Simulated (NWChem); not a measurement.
System: GeSiH4OCl2; SMILES [O]([SiH](Cl)Cl)[GeH3]

Input file for NWChem:

```
start job
memory heap 200 mb stack 900 mb global 1100 mb
geometry units angstroms noautoz
  Si    -0.009542     1.070396    -0.698849
  Cl    -1.743029     1.631266     0.289252
  Cl     1.596571     1.732702     0.431299
  O      0.048520    -0.534815    -0.916174
  Ge     0.035002    -2.017344     0.139721
  H      0.025328     1.752446    -2.000057
  H     -1.303398    -2.036159     0.907204
  H      0.155331    -3.182256    -0.859693
  H      1.246754    -1.930080     1.091121
end
basis spherical
  * library 6-31g*
end
dft
  xc b3lyp
  iterations 150
  grid medium becke
end
task dft gradient
```

Excerpt of the output:

```
             Northwest Computational Chemistry Package (NWChem) 7.3.0
             --------------------------------------------------------

 C1  symmetry detected

                             Geometry "geometry" -> ""
                             -------------------------

 Output coordinates in angstroms (scale by  1.889725989 to convert to a.u.)

  No.       Tag          Charge          X              Y              Z
 ---- ---------------- ---------- -------------- -------------- --------------
    1 Si                  14.0000    -0.00017947     1.08721858    -0.69396006
    2 Cl                  17.0000    -1.67693612     1.69861106     0.35988163
    3 Cl                  17.0000     1.66716627     1.71762406     0.36340924
    4 O                    8.0000     0.00924055    -0.52052377    -0.89982286
    5 Ge                  32.0000     0.00287510    -1.99430702     0.16831178
    6 H                    1.0000    -0.00237630     1.75842548    -2.00125759
    7 H                    1.0000    -1.30267643    -1.97392628     0.99039363
    8 H                    1.0000     0.05298368    -3.16931017    -0.82525961
    9 H                    1.0000     1.25474149    -1.93023131     1.06822551

 Effective nuclear repulsion energy (a.u.)     614.1143822595

                                 NWChem DFT Module
                                 -----------------

 Summary of "ao basis" -> "ao basis" (spherical)
 ------------------------------------------------------------------------------
       Tag                 Description            Shells   Functions and Types
 ---------------- ------------------------------  ------  ---------------------
 Si                          6-31g*                  8       18   4s3p1d
 Cl                          6-31g*                  8       18   4s3p1d
 O                           6-31g*                  6       14   3s2p1d
 Ge                          6-31g*                 12       32   5s4p3d
 H                           6-31g*                  2        2   2s

            General Information
            -------------------
          SCF calculation type: DFT
          Wavefunction type:  closed shell.
          No. of atoms     :     9
          No. of electrons :    92
           Alpha electrons :    46
            Beta electrons :    46
          Charge           :     0
          Spin multiplicity:     1
          Use of symmetry is: off; symmetry adaption is: off
          Maximum number of iterations: 150
          AO basis - number of functions:   108
                     number of shells:    50
          Convergence on energy requested:  1.00D-06
          Convergence on density requested:  1.00D-05
          Convergence on gradient requested:  5.00D-04

              XC Information
              --------------
                         B3LYP Method XC Potential
                     Hartree-Fock (Exact) Exchange  0.200
                        Slater Exchange Functional  0.800 local
                    Becke 1988 Exchange Functional  0.720 non-local
              Lee-Yang-Parr Correlation Functional  0.810
                  VWN I RPA Correlation Functional  0.190 local

             Grid Information
             ----------------
          Grid used for XC integration:  medium
          Radial quadrature: Mura-Knowles
          Angular quadrature: Lebedev.
          Tag              B.-S. Rad. Rad. Pts. Rad. Cut. Ang. Pts.
          ---              ---------- --------- --------- ---------
          Si                  1.10       88          11.0       590
          Cl                  1.00       88          12.0       590
          O                   0.60       49           9.0       434
          Ge                  1.25      112          11.0       590
          H                   0.35       45          12.0       434
          Grid pruning is: on
          Number of quadrature shells:   605
          Spatial weights used: Becke

      Superposition of Atomic Density Guess
      -------------------------------------

 Sum of atomic energies:       -3359.48719182

      Non-variational initial energy
      ------------------------------

 Total energy =   -3360.795596
 1-e energy   =   -5895.349143
 2-e energy   =    1920.439165
 HOMO         =      -0.394514
 LUMO         =       0.017087

   convergence    iter        energy       DeltaE   RMS-Dens  Diis-err
 ---------------- ----- ----------------- --------- --------- ---------
 d= 0,ls=0.0,diis     1  -3364.3210793784 -3.98D+03  1.45D-02  8.52D-01
 d= 0,ls=0.0,diis     2  -3364.2385903415  8.25D-02  8.18D-03  1.76D+00
 d= 0,ls=0.0,diis     3  -3364.4154192880 -1.77D-01  2.49D-03  8.14D-02
 d= 0,ls=0.0,diis     4  -3364.4216220911 -6.20D-03  1.07D-03  1.51D-02
 d= 0,ls=0.0,diis     5  -3364.4237651410 -2.14D-03  1.49D-04  2.40D-04
  Resetting Diis
 d= 0,ls=0.0,diis     6  -3364.4237973896 -3.22D-05  2.39D-05  4.48D-06
 d= 0,ls=0.0,diis     7  -3364.4237980380 -6.48D-07  8.42D-06  6.99D-07

[...]

                         DFT ENERGY GRADIENTS

    atom               coordinates                        gradient
                 x          y          z           x          y          z
   1 Si     -0.000339   2.054545  -1.311394   -0.000027  -0.000051   0.000029
   2 Cl     -3.168950   3.209909   0.680078   -0.000012   0.000001  -0.000007
   3 Cl      3.150487   3.245839   0.686744    0.000023   0.000004   0.000003
   4 O       0.017462  -0.983647  -1.700419    0.000022   0.000077  -0.000004
   5 Ge      0.005433  -3.768694   0.318063   -0.000027   0.000116  -0.000124
   6 H      -0.004491   3.322942  -3.781828    0.000004   0.000004  -0.000022
   7 H      -2.461702  -3.730180   1.871573   -0.000142  -0.000001   0.000121
   8 H       0.100125  -5.989128  -1.559515    0.000000  -0.000155  -0.000130
   9 H       2.371118  -3.647608   2.018654    0.000158   0.000003   0.000134
```

Level: B3LYP/6-31G* (spherical d). Geometry: optimised at B3LYP/6-31G* (spherical d).
